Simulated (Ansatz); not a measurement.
```yaml
crystal:
  periodic: [false, false, false]
  atoms:
    - {symbol: C, position_ang: [-1.029889, -0.888525, 0.224401]}
    - {symbol: N, position_ang: [0.075817, 0.011919, 0.014543]}
    - {symbol: C, position_ang: [1.301244, -0.432517, 0.622494]}
    - {symbol: In, position_ang: [-0.131601, 1.696083, -1.026095]}
    - {symbol: F, position_ang: [-2.014043, 1.731353, -1.581500]}
    - {symbol: H, position_ang: [-1.241524, -1.020607, 1.296133]}
    - {symbol: H, position_ang: [-0.818915, -1.885800, -0.190053]}
    - {symbol: H, position_ang: [-1.933735, -0.507958, -0.254188]}
    - {symbol: H, position_ang: [1.196056, -0.544952, 1.712415]}
    - {symbol: H, position_ang: [2.115687, 0.273971, 0.442724]}
    - {symbol: H, position_ang: [1.618732, -1.409822, 0.227926]}
    - {symbol: H, position_ang: [0.862161, 2.976855, -1.488802]}
basis:
  gaussian: {orbitals: def2-TZVP, fitting: {mean_field: cc-pVTZ-jkfit}, final_grid: {core_spheres: 5, valence_spheres: 4, degree: 11}, point_charges: [{charge: 0.50, position_ang: [6.514, 0.146, 0.068]}]}
hamiltonian: {xc: {name: B97M-V}}
output: {forces: true}
```

```sh
$ ansatz run in.yaml --threads 4 --pin off --events-out ev --progress --plain --max-ram 10444MiB
```

(1) How does Ansatz answer? (Best estimate.)

Results:

(1) Computed: The input was rejected before any iteration.
```
Functional definition: B97M-V
Error: <dir> the basis set cc-pVTZ-JKFIT has no functions for In
```
